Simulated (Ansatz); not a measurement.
Nudged elastic band run: H5N2PSi

input.yaml

```yaml
crystal:
  periodic: [false, false, false]
  atoms:
    - { symbol: "N", position_ang: [-1.021408, 1.2505, -0.319128] }
    - { symbol: Si, position_ang: [0.402267, 0.431875, 0.223691] }
    - { symbol: "N", position_ang: [0.863377, -0.948495, -0.682379] }
    - { symbol: P, position_ang: [0.697941, -1.655836, 0.998345] }
    - { symbol: H, position_ang: [-1.803768, 0.697148, -0.678561] }
    - { symbol: H, position_ang: [-1.353728, 2.064825, 0.204361] }
    - { symbol: H, position_ang: [1.370765, 1.480257, 0.680727] }
    - { symbol: H, position_ang: [1.607379, -1.236517, -1.320866] }
    - { symbol: H, position_ang: [-0.674326, -2.129955, 0.876708] }
basis:
  gaussian: { orbitals: def2-SVP }
hamiltonian:
  xc: pbe
neb:
  order_check: false
  images: 7
  f_tol: 0.05
  max_iterations: 60
  final_atoms:
    - { symbol: "N", position_ang: [-1.02252424, 1.25184985, -0.31664183] }
    - { symbol: Si, position_ang: [0.39917128, 0.4289046, 0.22172087] }
    - { symbol: "N", position_ang: [0.85124824, -0.95332997, -0.69084873] }
    - { symbol: P, position_ang: [0.69848433, -1.65699888, 0.99641253] }
    - { symbol: H, position_ang: [-1.35280734, 2.06622062, 0.20759947] }
    - { symbol: H, position_ang: [-1.80489534, 0.70348994, -0.6833522] }
    - { symbol: H, position_ang: [1.37375615, 1.47259452, 0.67683503] }
    - { symbol: H, position_ang: [1.61830385, -1.22472343, -1.31031] }
    - { symbol: H, position_ang: [-0.67223792, -2.13420526, 0.88148287] }
  initial_path:
    images:
      - { positions_ang: [[-1.021408, 1.2505, -0.319128], [0.402267, 0.431875, 0.223691], [0.863377, -0.948495, -0.682379], [0.697941, -1.655836, 0.998345], [-1.803768, 0.697148, -0.678561], [-1.353728, 2.064825, 0.204361], [1.370765, 1.480257, 0.680727], [1.607379, -1.236517, -1.320866], [-0.674326, -2.129955, 0.876708]] }
      - { positions_ang: [[-0.98593912, 1.22504, -0.29343666], [0.40749432, 0.45935707, 0.30112062], [0.80151592, -0.87635528, -0.66651063], [0.64498421, -1.6583055, 0.92052268], [-1.77264267, 0.8217918, -0.40334008], [-1.31918145, 1.6670973, -0.07769044], [1.44638097, 1.4475352, 0.5967982], [1.61987399, -1.0858942, -1.22047], [-0.75398717, -2.04646438, 0.8259043]] }
      - { positions_ang: [[-0.95047024, 1.19958, -0.26774531], [0.41272164, 0.48683915, 0.37855024], [0.73965484, -0.80421557, -0.65064225], [0.59202741, -1.66077499, 0.84270037], [-1.74151733, 0.94643559, -0.12811916], [-1.2846349, 1.26936961, -0.35974188], [1.52199694, 1.41481339, 0.5128694], [1.63236898, -0.93527141, -1.12007399], [-0.83364835, -1.96297377, 0.77510059]] }
      - { positions_ang: [[-0.91500135, 1.17412, -0.24205397], [0.41794896, 0.51432122, 0.45597986], [0.67779376, -0.73207585, -0.63477388], [0.53907062, -1.66324449, 0.76487805], [-1.710392, 1.07107939, 0.14710177], [-1.25008835, 0.87164191, -0.64179333], [1.59761291, 1.38209159, 0.4289406], [1.64486398, -0.78464861, -1.01967799], [-0.91330952, -1.87948315, 0.72429689]] }
      - { positions_ang: [[-0.87953247, 1.14866, -0.21636263], [0.42317628, 0.54180329, 0.53340948], [0.61593268, -0.65993614, -0.61890551], [0.48611382, -1.66571399, 0.68705574], [-1.67926667, 1.19572319, 0.42232269], [-1.21554179, 0.47391421, -0.92384477], [1.67322888, 1.34936979, 0.3450118], [1.65735897, -0.63402581, -0.91928199], [-0.99297069, -1.79599253, 0.67349318]] }
      - { positions_ang: [[-0.91528041, 1.17445746, -0.24143243], [0.41717503, 0.51357862, 0.45548733], [0.67476157, -0.7332846, -0.63689131], [0.53920645, -1.66353521, 0.76439493], [-1.59765183, 1.41334755, 0.36864188], [-1.36288018, 0.53130814, -0.86372163], [1.5983607, 1.38017597, 0.42796761], [1.64759519, -0.78170022, -1.01703899], [-0.9127875, -1.88054571, 0.72549061]] }
      - { positions_ang: [[-0.95102836, 1.20025492, -0.26650223], [0.41117378, 0.48535395, 0.37756518], [0.73359046, -0.80663305, -0.65487712], [0.59229907, -1.66135643, 0.84173413], [-1.516037, 1.6309719, 0.31496108], [-1.51021857, 0.58870207, -0.80359848], [1.52349251, 1.41098216, 0.51092341], [1.63783141, -0.92937462, -1.11479599], [-0.83260431, -1.9650989, 0.77748803]] }
      - { positions_ang: [[-0.9867763, 1.22605239, -0.29157203], [0.40517253, 0.45712927, 0.29964302], [0.79241935, -0.87998151, -0.67286292], [0.6453917, -1.65917765, 0.91907333], [-1.43442217, 1.84859626, 0.26128027], [-1.65755696, 0.64609601, -0.74347534], [1.44862433, 1.44178834, 0.59387922], [1.62806763, -1.07704902, -1.212553], [-0.75242112, -2.04965208, 0.82948545]] }
      - { positions_ang: [[-1.02252424, 1.25184985, -0.31664183], [0.39917128, 0.4289046, 0.22172087], [0.85124824, -0.95332997, -0.69084873], [0.69848433, -1.65699888, 0.99641253], [-1.35280734, 2.06622062, 0.20759947], [-1.80489534, 0.70348994, -0.6833522], [1.37375615, 1.47259452, 0.67683503], [1.61830385, -1.22472343, -1.31031], [-0.67223792, -2.13420526, 0.88148287]] }
```

Command:

```bash
$ ansatz run input.yaml --threads 1 --pin off --max-ram 2048MiB --backend cpu --events-out ev --progress --plain --runs-dir out
```

Output, in part (warnings, iteration lines, the closing report on the highest movable image, with atoms numbered from 0):

```
NEB end point (image 0): max|allowed force component| = 9.012e-3 eV/Å (the criterion of neb.relax_end_points is 1.000e-2)
NEB end point (image 8): max|allowed force component| = 1.219e-2 eV/Å (the criterion of neb.relax_end_points is 1.000e-2)
NEB iter   1: max|band force component| = 4.566e2 eV/Å  barrier→ = 74.6245 eV  barrier← = 74.6246 eV  Δτ_max = 0.2000 Å  (253 SCF iters)
NEB iter   2: max|band force component| = 9.271e1 eV/Å  barrier→ = 21.4131 eV  barrier← = 21.4131 eV  Δτ_max = 0.1978 Å  (224 SCF iters)
NEB iter   3: max|band force component| = 6.253e1 eV/Å  barrier→ = 13.8281 eV  barrier← = 13.8282 eV  Δτ_max = 0.2000 Å  (219 SCF iters)
NEB iter   4: max|band force component| = 2.922e1 eV/Å  barrier→ = 7.2168 eV  barrier← = 7.2169 eV  Δτ_max = 0.1946 Å  (226 SCF iters)
NEB iter   5: max|band force component| = 1.429e1 eV/Å  barrier→ = 4.2271 eV  barrier← = 4.2272 eV  Δτ_max = 0.1951 Å  (223 SCF iters)
NEB iter   6: max|band force component| = 7.760e0 eV/Å  barrier→ = 2.4831 eV  barrier← = 2.4832 eV  Δτ_max = 0.1938 Å  (218 SCF iters)
NEB iter   7: max|band force component| = 4.432e0 eV/Å  barrier→ = 2.4504 eV  barrier← = 2.4505 eV  Δτ_max = 0.2000 Å  (218 SCF iters)
NEB iter   8: max|band force component| = 4.600e0 eV/Å  barrier→ = 1.2505 eV  barrier← = 1.2505 eV  Δτ_max = 0.1020 Å  (217 SCF iters)
NEB iter   9: max|band force component| = 3.688e0 eV/Å  barrier→ = 0.5777 eV  barrier← = 0.5778 eV  Δτ_max = 0.1978 Å  (205 SCF iters)
NEB iter  10: max|band force component| = 4.851e0 eV/Å  barrier→ = 0.4640 eV  barrier← = 0.4640 eV  Δτ_max = 0.1029 Å  (210 SCF iters)
NEB iter  11: max|band force component| = 1.782e0 eV/Å  barrier→ = 0.1416 eV  barrier← = 0.1417 eV  Δτ_max = 0.1366 Å  (183 SCF iters)
NEB iter  12: max|band force component| = 4.993e-1 eV/Å  barrier→ = 0.1274 eV  barrier← = 0.1275 eV  CI = image 5  Δτ_max = 0.1290 Å  (198 SCF iters)
NEB iter  13: max|band force component| = 1.886e-1 eV/Å  barrier→ = 0.1307 eV  barrier← = 0.1307 eV  CI = image 5  Δτ_max = 0.0530 Å  (202 SCF iters)
NEB iter  14: max|band force component| = 8.315e-2 eV/Å  barrier→ = 0.1306 eV  barrier← = 0.1306 eV  CI = image 5  Δτ_max = 0.0238 Å  (208 SCF iters)
NEB iter  15: max|band force component| = 6.504e-2 eV/Å  barrier→ = 0.1305 eV  barrier← = 0.1306 eV  CI = image 5  Δτ_max = 0.0169 Å  (185 SCF iters)
NEB iter  16: max|band force component| = 2.887e-2 eV/Å  barrier→ = 0.1305 eV  barrier← = 0.1306 eV  CI = image 5  Δτ_max = 0.0000 Å  (391 SCF iters)
Total energy: -20208.29281303 eV, -742.6410632061 hartree
Atom 0 at    -1.063627     1.319216    -0.125564 Å, force    -0.001967    -0.002082    -0.003490 eV/Å
Atom 1 at     0.423561     0.484808     0.226956 Å, force    -0.001202     0.001292     0.000760 eV/Å
Atom 2 at     0.808680    -0.947666    -0.710143 Å, force     0.001024    -0.001693    -0.000928 eV/Å
Atom 3 at     0.637615    -1.584828     1.005720 Å, force    -0.002731     0.000619    -0.000790 eV/Å
Atom 4 at    -1.876420     1.043474     0.433218 Å, force     0.002238     0.000569     0.001278 eV/Å
Atom 5 at    -1.335560     1.334451    -1.115204 Å, force     0.001239     0.000988     0.001924 eV/Å
Atom 6 at     1.544879     1.429273     0.521172 Å, force     0.000486     0.000251    -0.000195 eV/Å
Atom 7 at     1.708695    -1.156856    -1.156441 Å, force     0.000340     0.001458     0.000020 eV/Å
Atom 8 at    -0.759325    -1.968072     0.903185 Å, force     0.000573    -0.001403     0.001420 eV/Å
Dipole moment:    -0.176332     0.142641    -0.176244 e Å
```

It converged. A vibrational analysis at the climbing image gives one clearly imaginary mode, 227i cm⁻¹: a first-order saddle point.

Final band (atoms are numbered from 1 in the order of the input):

```
image  path coordinate (Å)  energy (eV)  dihedral H6–N1–Si2–P4 (°)
    0                 0.00        0.000                        116
    1                 0.46        0.023                        145
    2                 0.91        0.043                       -175
    3                 1.37        0.068                       -151
    4                 1.82        0.108                       -125
    5                 2.28        0.131                       -100
    6                 2.82        0.095                        -71
    7                 3.36        0.029                        -45
    8                 3.90        0.000                        -26
```

Run time: 3.4 min on 1 thread of Intel(R) Xeon(R) Platinum 8488C (Sapphire Rapids), on a shared host, peak memory 0.14 GiB.
